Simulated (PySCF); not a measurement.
HIOSe. Atoms are numbered in the order given.

```xyz
4

Se    -0.0402    -0.9771     0.9492
I      0.1308     1.0124    -0.5769
O     -0.5123    -2.2750    -0.1772
H     -1.4702    -2.2347    -0.2790
```
Charge 0, spin multiplicity 1.

Geometry optimised at PBE0-D3(BJ)/def2-TZVP. The def2 effective core potentials stand for the cores of I; spin–orbit coupling is left out. Other conformers were not sampled.

Level of theory: TDDFT-CAM-B3LYP/def2-SVPD (PySCF).

Vertical excitations. 

Computed excitation energies, oscillator strengths and character:
```tsv
state	energy (eV)	λ (nm)	f	main pairs
S1	2.50	495	0.002	HOMO→LUMO 99 %
S2	3.74	332	0.001	HOMO→LUMO+1 91 %
S3	3.98	312	0.001	HOMO−1→LUMO 99 %
S4	4.56	272	0.000	HOMO−2→LUMO 95 %
S5	5.50	225	0.042	HOMO−1→LUMO+1 50 %, HOMO−3→LUMO 45 %
S6	5.88	211	0.004	HOMO→LUMO+2 86 %
S7	5.98	207	0.022	HOMO−3→LUMO+1 53 %, HOMO−2→LUMO+1 35 %
S8	6.14	202	0.005	HOMO−2→LUMO+1 55 %, HOMO−3→LUMO+1 36 %
S9	6.42	193	0.370	HOMO−1→LUMO+1 40 %, HOMO−3→LUMO 37 %
S10	6.78	183	0.068	HOMO→LUMO+3 79 %
T1	1.90	652	0	HOMO→LUMO 97 %
T2	3.03	409	0	HOMO→LUMO+1 85 %
T3	3.40	365	0	HOMO−1→LUMO 98 %
T4	3.97	313	0	HOMO−2→LUMO 97 %
```
Triplets are in the Tamm–Dancoff approximation, which puts them higher than full response would, so one can lie above its singlet here.
